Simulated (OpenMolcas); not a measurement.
## Kr VI: the spin-orbit constant, worked from levels

| Quantity | Value |
| --- | --- |
| Program | OpenMolcas |
| Basis | ANO-RCC-VQZP [7s6p4d2f1g] |
| Scalar Hamiltonian | DKH2, point nucleus |
| Active space | 1 electron in 9 orbitals (RAS2 4p; RAS3 4d 5s, at most 1 electron) |
| State averaging | 2S+1 = 2 odd, 3 roots; 2S+1 = 2 even, 6 roots |
| Spin-orbit coupling | state interaction with AMFI integrals over the reference wave functions, term energies averaged over their components |

Methods: RASSCF; SS-RASPT2, IPEA 0.25 Eh, imaginary shift 0.1 Eh (closed shells correlated: 3d 4s). Measured levels: Saloman, J. Phys. Chem. Ref. Data 36, 215 (2007).

**The spin-orbit constant.** For the Hund term ²P° of p1, E(J) = (A/2) J(J+1) + constant and ζ = 2S·A = A. From J = 1/2 to J = 3/2 the energy changes by 1.5 A.

| Source | E(3/2) - E(1/2) | A | ζ |
| --- | --- | --- | --- |
| RASSCF | 7398.1 | 4932.1 | 4932 |
| SS-RASPT2 | 7398.1 | 4932.1 | 4932 |
| measured | 8110.0 | 5406.7 | 5407 |

All in cm-1. SS-RASPT2 is off by -8.8 % and RASSCF by -8.8 %. Both methods take the spin-orbit matrix elements from the reference wave functions, so the second can move ζ only through the term energies and any multistate remixing.

Over all roots computed the reference weight is 0.90 to 0.97 in SS-RASPT2; the roots of lowest weight are the least certain, and an intruder state may touch them. With one active electron the reference holds no correlation, so core polarisation is missing (holds for RASSCF). With one active electron, CASPT2 adds the correlation within the correlated inactive shells and between them and that electron, and leaves the splitting within a term as the reference gives it (holds for SS-RASPT2). Computed and measured levels are paired by configuration, term and J; levels that our copy of the source lacks, or whose pairing is in doubt (as where it misses far off the trend of its configuration), stay unpaired and out of the deviations. Only configurations of the active space appear.

° marks odd parity.
